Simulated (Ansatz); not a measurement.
Species: GeBr$_{2}$, charge 0, singlet. GeBr2 (SMILES [Br][Ge][Br]).
B3LYP-D3(BJ)/def2-TZVP minimum from Ansatz (a quantum-chemistry and plane-wave program):
```
Ge
Br 1 2.3672
Br 1 2.3672 2 101.50
```

Quantity: atomisation energy (electronic, to ground-state atoms), in kJ/mol. UHF or UKS for unpaired electrons; spin-orbit terms are left out. Cores are frozen in correlated methods (noble-gas shells, and filled d and f shells in the p block). No relativity. CBS(X,Y): correlation extrapolated as X^-3, Hartree-Fock from the larger set (Q,5: extrapolated as (X+1)exp(-9√X)). A bracket is a step between two methods taken in the basis named. Double hybrids freeze cores in their MP2 part. Spin-orbit terms, left out, reach several kcal/mol for Br and I, and more for heavier atoms.

CCSD(T)/CBS(cc-pVQZ,cc-pV5Z) + [CCSDT(Q) - CCSD(T)]/cc-pVTZ + [CCSDTQ - CCSDT(Q)]/cc-pVDZ (Ansatz) gives 711.0 kJ/mol.

Question: What does PBE/def2-TZVPD (Ansatz) give here, and how do the other levels compare?

Answer: PBE gives 742.5 kJ/mol, 31.5 kJ/mol above it. Differences of the others: r2SCAN/def2-TZVPD (Ansatz) 20.7; B3LYP/def2-TZVPD (Ansatz) -18.8; PBE0/def2-TZVPD (Ansatz) 1.0; wB97M-V/def2-TZVPD (Ansatz) -13.3; B2PLYP/def2-TZVPD (Ansatz) -17.5; CCSD(T)/CBS(cc-pVQZ,cc-pV5Z) (Ansatz) -1.2 kJ/mol.
